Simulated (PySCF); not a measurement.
propylene glycol (C3H8O2), singlet, geometry from GFN2-xTB. Base run: DF-SVWN5/cc-pVDZ run with PySCF.

PySCF was given this input:
```python
from pyscf import gto, scf, dft

mol = gto.M(
    atom='''
C     1.833243    0.136381    0.350902
C     0.426914    0.306542   -0.212078
O    -0.281244    1.349719    0.431555
C    -0.388148   -0.992232   -0.108470
O    -1.676429   -0.822088   -0.637819
H     2.366671    1.082755    0.307578
H     1.788491   -0.193451    1.388202
H     2.381337   -0.603164   -0.225210
H     0.472132    0.613559   -1.262298
H    -0.255949    1.193853    1.383705
H     0.090005   -1.794660   -0.673389
H    -0.449458   -1.295487    0.950909
H    -1.963906    0.071405   -0.401505
''',
    basis='cc-pvdz',
    charge=0,
    spin=0,
    verbose=4,
)

mf = dft.RKS(mol)
mf.xc = 'lda,vwn'
mf = mf.density_fit(auxbasis='def2-universal-jkfit')
mf.kernel()
```

Each row names what was changed in the base input (with any setting that the change needs).

| change | ΔE vs base (mEh) | SCF cycles | outcome |
|---|---|---|---|
| base | 0.000 | 11 | converged |
| diis_space = 20 | 0.000 | 11 | converged |
| diis = off; damp = 0.6 (with mf.diis_start_cycle = 200; with mf.max_cycle = 150) | 0.000 | 16 | converged |
| DIIS = EDIIS | - | 50 | not converged |
| conv_tol = 1e-4 | 0.026 | 6 | converged |
| level_shift = 0.3 (with mf.max_cycle = 100) | 0.000 | 12 | converged |
| init_guess = mod_huckel | 0.000 | 16 | converged |
| conv_tol = 1e-11 | 0.000 | 13 | converged |
| level_shift = 0.1 (with mf.max_cycle = 100) | 0.000 | 11 | converged |
| conv_tol_grad = 1e-7 | 0.000 | 14 | converged |
| diis_space = 4 | 0.000 | 14 | converged |
| init_guess = sap | 0.000 | 15 | converged |
| conv_tol_grad = 1e-3 | 0.000 | 11 | converged |
